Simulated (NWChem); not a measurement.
System: CH$_{7}$ClSi$_{2}$; SMILES Cl[Si@@H](C)[SiH3]

All runs: NWChem. Pople sets run with spherical d functions. Coordinates come from a PBE0/def2-SVP optimisation. Level B3LYP/6-31G*: energy and gradient on several grids; changes count from the extra-fine grid, which is no exact limit either.

```
grid     size of the energy change (μHa)  largest change of a gradient component (μHa/bohr)  time, medium = 1 (rough)
-------  -------------------------------  -------------------------------------------------  ------------------------
xcoarse                             1000                                               2000                   about 1
coarse                                70                                                 70                   about 1
medium                                10                                                 70                   about 1
fine                                < 10                                               < 30                   about 1
xfine                               < 10                                               < 30                         2
```
